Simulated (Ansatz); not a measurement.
Energy profile

The step: Si₂H₃ClOF₂ ([F][Si]([F])([Cl])[O][SiH3]) + HF → SiClF₃ ([F][Si]([F])([F])[Cl]) + SiH₄O ([OH][SiH3]); bonds formed: Si1–F8, O2–H7; bonds broken: Si1–O2, H7–F8 (atoms numbered as in the saddle structure below).

```
11
angstrom
Si -0.3384 0.7025 1.1488
O 0.2203 0.2131 -0.4240
Si 0.1580 -1.2267 -1.3102
F -1.0312 -0.7298 1.4071
F -1.6266 1.6095 1.2284
Cl 0.9510 0.7307 2.7124
H 0.6352 1.2898 -0.4606
F 0.5669 2.1609 0.3591
H 0.8905 -0.9217 -2.5582
H -1.2580 -1.5476 -1.5756
H 0.8322 -2.2808 -0.5273
```

Electronic energies by CCSD(T) at an estimated basis limit (MP2 extrapolated from triple and quadruple zeta, plus CCSD(T) − MP2 in triple zeta), on PBE0-D4/def2-TZVP structures; Si₂H₄ClOF₃, singlet; no counterpoise correction. Ansatz 0.2.0; basis: def2-TZVPP and def2-QZVPP; cores frozen in the correlated methods. Extrapolation: Hartree–Fock as exp(−7.88 √X), correlation as X^−2.97.

Problem. Give the profile in kJ/mol, counted from the separated reactants. (An estimate is asked for; the value comes from the calculation.)

Solution. By the calculation:
| point | kJ/mol |
| --- | --- |
| separated: Si₂H₃ClOF₂ (linked as [F][Si]([F])([Cl])[O][SiH3]; Si1, O2, Si3, F4, F5, Cl6, H9, H10, H11; singlet) + HF (H7, F8; singlet) | 0.0 |
| start structure | -14.2 |
| saddle | 87.7 |
| end structure | -22.5 |

No T1 diagnostic of these runs exceeds 0.012.

Steps of this kind, hydrogen fluoride cutting a network bond, underlie vapour etching and the fluorination step of atomic layer etching. Here a small cluster stands in for the surface site.

For scale, one of the runs: CCSD(T)/def2-TZVPP, 306 basis functions, launched by `ansatz run in.yaml --threads 4 --pin off --events-out ev --progress --plain --max-ram 66560MiB --backend cuda --devices 0, --max-vram 37GiB`. The run took 15 s on 4 CPU threads of an AMD EPYC 7R13 and a share of one NVIDIA H100 (shared host), with 0.84 GiB of host memory at its peak.
